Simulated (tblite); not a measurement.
C4H8OSi2.
Bonds: C1–C2 (triple), C2–Si3, Si3–O4, O4–Si5, Si5–C6, C6–C7 (double). Hydrogens: H8 on C1; H9, H10 on Si3; H11, H12 on Si5; H13 on C6; H14, H15 on C7.

Structure optimised with GFN2-xTB, isolated species.

(1) What internal coordinates does the optimisation give?

Answers

(1) 
```tsv
bond	length (pm)	order
C1≡C2	120.2	triple
C2–Si3	185.3	single
Si3–O4	162.0	single
O4–Si5	162.0	single
Si5–C6	188.3	single
C6=C7	132.4	double
C1–H8	105.3	single
Si3–H9, Si3–H10	146.4	single
Si5–H11, Si5–H12	146.5	single
C6–H13	108.4	single
C7–H14	108.0	single
C7–H15	107.8	single
```

Bonds in one row agree within 1 pm and their mean is given. Orders are formal, as drawn. A selection of angles:
```tsv
angle	degrees
C2–C1–H8	179.9
C1–C2–Si3	179.6
C2–Si3–O4	109.1
C2–Si3–H9	109.2
O4–Si3–H9	108.0
O4–Si3–H10	105.3
H9–Si3–H10	114.6
Si3–O4–Si5	162.4
O4–Si5–C6	109.2
O4–Si5–H11	104.6
O4–Si5–H12	108.0
C6–Si5–H11	111.3
H11–Si5–H12	112.8
Si5–C6–C7	125.2
Si5–C6–H13	116.5
C7–C6–H13	118.3
C6–C7–H14	122.9
C6–C7–H15	121.2
H14–C7–H15	115.9
```

Dihedral angles: C2–Si3–O4–Si5 36° (synclinal); Si3–O4–Si5–C6 93° (anticlinal); O4–Si5–C6–C7 -7° (synperiplanar). The mirror-image conformer, all signs reversed, is as good.

The C–Si distances run from 1.853 Å (C2–Si3, drawn single) to 1.883 Å (Si5–C6, drawn single), a spread of 0.030 Å. Si3 (oxygen-bound silicon) is distorted tetrahedral (angles from 105.3° to 114.6°). Si5 (oxygen-bound silicon) is distorted tetrahedral (angles from 104.6° to 112.8°). Of the pairs four or more bonds apart, O4···H15 is among the closest relative to their van der Waals radii: 2.81 Å, 103 % of the sum of Bondi's values. The 2 C–C bonds span 1.202 Å (C1≡C2, drawn triple) to 1.324 Å (C6=C7, drawn double), a spread of 0.122 Å.

Point group: C1 (no symmetry element, even within 0.4 Å). Its lowest GFN2-xTB frequency is 15i cm⁻¹, too small to tell a flat minimum from a shallow saddle. The numbers are those of one conformer.

All values are computed, not measured.
